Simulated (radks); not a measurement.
Results of a calculation; reference values are marked as such.
The fluorine anion F-, [Ne], held by a Watson sphere: a shell of charge +1 at radius R that stands for the Madelung well of a crystal (potential energy -1/R inside, -1/r outside, in hartree with lengths in bohr). Code: a radial shooting solver on a logarithmic mesh with Libxc functionals. Model: non-relativistic Kohn-Sham, PBE, spin-polarised, spherical densities, point nucleus. Response by self-consistent Sternheimer equations with the Hartree and adiabatic LDA kernel. The sphere does not respond.

R (bohr),e(1s) (eV),e(2s) (eV),e(2p) (eV),<r> 2p (bohr),sum of <r^2> (bohr^2),X-ray form factor at sin(theta)/lambda = 0.3 1/angstrom,alpha (bohr^3)
1.78,-658.32,-28.183,-9.752,1.201,14.47,5.137,7.009
1.94,-658.09,-27.616,-9.256,1.215,14.84,5.111,7.690
1.95,-658.08,-27.583,-9.226,1.216,14.86,5.110,7.734
2.13,-657.78,-27.000,-8.699,1.230,15.24,5.090,8.538
2.23,-657.60,-26.699,-8.421,1.237,15.44,5.082,9.000
2.45,-657.20,-26.087,-7.846,1.251,15.84,5.069,10.04
2.94,-656.33,-24.942,-6.737,1.274,16.58,5.055,12.46
3.54,-655.39,-23.851,-5.654,1.294,17.27,5.050,15.49
3.56,-655.36,-23.819,-5.623,1.294,17.29,5.050,15.59
